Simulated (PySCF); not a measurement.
**Radial density of Zr²⁶⁺ (zirconium, charge +26)**

PBEsol, [Ne] 3s2 3p2, high-spin 3P determinant. Computed with PySCF 2.14 in an even-tempered Gaussian basis (16 s from 3.1 bohr⁻², ratio 2.5; 11 p from 4.1 bohr⁻², ratio 2.5; 5 d from 18 bohr⁻², ratio 2.7; 4 f from 27 bohr⁻², ratio 2.7), with the non-relativistic Hamiltonian (point nucleus).

| r (bohr) | 4πr²ρ (e/bohr) | 4πr²(ρα − ρβ) |
| --- | --- | --- |
| 0.000754 | 0.3013 | 0.0000 |
| 0.00127 | 0.8180 | 0.0000 |
| 0.00213 | 2.160 | -0.0001 |
| 0.00359 | 5.439 | 0.0000 |
| 0.00604 | 12.65 | 0.0011 |
| 0.0102 | 25.78 | 0.0102 |
| 0.0171 | 42.20 | 0.0670 |
| 0.0287 | 49.22 | 0.3414 |
| 0.0483 | 41.31 | 1.2183 |
| 0.0813 | 48.24 | 2.2770 |
| 0.137 | 53.61 | 0.7234 |
| 0.230 | 19.50 | 1.6896 |
| 0.387 | 13.71 | 6.3732 |
| 0.651 | 2.086 | 0.9721 |
| 1.09 | 0.01420 | 0.0059 |

A non-relativistic calculation at this Z misses sizeable relativistic shifts. Spin-orbit coupling is strong in this species (close to jj coupling), so the high-spin LS determinant is a model state, not a physical level.
